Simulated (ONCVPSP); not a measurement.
# Pd, ONCV: configuration errors across variants

ONCVPSP 4.0.1 input, shortened (lines: element, Z, core and valence counts, functional; n l f; lmax; l rc ep ncon nbas qcut; lloc lpopt rc5 dvloc0; l nproj debl; icmod fcfact rcfact), PBEsol, scalar-relativistic:

```
  Pd 46.00    6    4  -116133      upf
    1    0    2.00
    2    0    2.00
    2    1    6.00
    3    0    2.00
    3    1    6.00
    3    2   10.00
    4    0    2.00
    4    1    6.00
    4    2    9.00
    5    0    1.00
    2
    0    1.55    0.00    3    6    8.70
    1    1.10    0.00    4    8    5.90
    2    1.25    0.00    5    9    8.90
    4    5    0.70    4.00
    0    3    2.30
    1    2    2.30
    2    2    2.30
    2    0.30    1.10
```

All-electron excitation energies from the reference (eV): (1) 4s2 4p6 4d10 5s0 -1.511; (2) 4s2 4p6 4d9 5s0 7.610; (3) 4s2 4p6 4d8 5s0 28.428; (4) 4s1 4p6 4d10 5s0 89.981.

2 further variants failed, have other tests or another functional or relativity, and are left out.

Errors AE − PS in meV (a dash: test not solved or not reliable):

| change | (1) | (2) | (3) | (4) | bound ghosts | GHOST(+) flags above zero |
| --- | --- | --- | --- | --- | --- | --- |
| base | -2.8 | -1.7 | -2.8 | -199 | none | s, p |
| p: debl 2.45 | -2.8 | -1.7 | -2.8 | -199 | none | s, p |
| p: nbas 9 | -2.8 | -1.7 | -2.8 | -198 | none | s, p |
| s: qcut 12 | -2.5 | -1.6 | -2.7 | -144 | none | s, p |
| core correction Teter function fitted to the true core (icmod 2), fcfact 1.16 | -2.9 | -1.7 | -2.8 | -201 | none | s, p |

Give the same row for: core correction Teter function, fcfact 2.25, rcfact 1.4.

-2.7, -1.7, -2.7, -188; bound ghosts: none; GHOST(+) flags above zero: s, p.
